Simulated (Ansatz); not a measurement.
Basis-set extrapolation for `C=NC(F)N[SiH3]` (PBE0-D4/def2-TZVP geometry, frozen core, the Gaussian-basis code of Ansatz). Multiplicity 1, RHF reference.

```json
{"": "HF", "def2-TZVPP": "-577.208001", "def2-QZVPP": "-577.230204"}
{"": "MP2 correlation", "def2-TZVPP": "-1.108303", "def2-QZVPP": "-1.191861"}
{"": "CCSD(T) correlation", "def2-TZVPP": "-1.197114", "def2-QZVPP": "not run"}
```

Energies in hartree. Use E(X) = E(∞) + A·exp(−7.88·√X) for Hartree–Fock and E(X) = E(∞) + B·X^(−2.97) for correlation, with X = 3 and 4, and add CCSD(T) minus MP2 of the smaller set to the MP2 limit.

Task: What is the CCSD(T) energy at the basis-set limit?

Result: HF limit: -577.230204 + (-0.022203) × 0.13774 = -577.23326. MP2 limit: -1.191861 + (-0.083558) × 0.74074 = -1.25376. Higher-order term: -1.197114 − (-1.108303) = -0.08881. Total: -578.57583 hartree, 448.2 kJ/mol below CCSD(T)/def2-TZVPP.
